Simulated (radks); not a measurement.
The numbers below are computed, except where a source is named.
All-electron atom: Cr3+ in [Ar] 3d3. Code: a radial shooting solver on a logarithmic mesh with Libxc functionals. Model: non-relativistic Kohn-Sham, PBE, spin-polarised, spherical densities, point nucleus; open shells are filled with parallel spins first. Some entries of the table are withheld. Estimate them.

orbital  occ.  eigenvalue (hartree)  <r> (bohr)
1s down     1             -215.8449     0.06419
1s up       1             -215.8443     0.06419
2s up       1             -25.67827      0.2962
2s down     1             -25.62701      0.2958
2p up       3             -22.03691      0.2612
2p down     3             -21.99832      0.2607
3s up       1              -4.14096      0.8946
3s down     1              -4.01210      0.8970
3p up       3                   (1)      0.9392
3p down     3                   (2)      0.9437
3d up       3                   (3)       1.093
3d down     0                   (4)       1.118

Answer. 
(1) 3p up eigenvalue (hartree): -3.11830
(2) 3p down eigenvalue (hartree): -2.99162
(3) 3d up eigenvalue (hartree): -1.49339
(4) 3d down eigenvalue (hartree): -1.37322
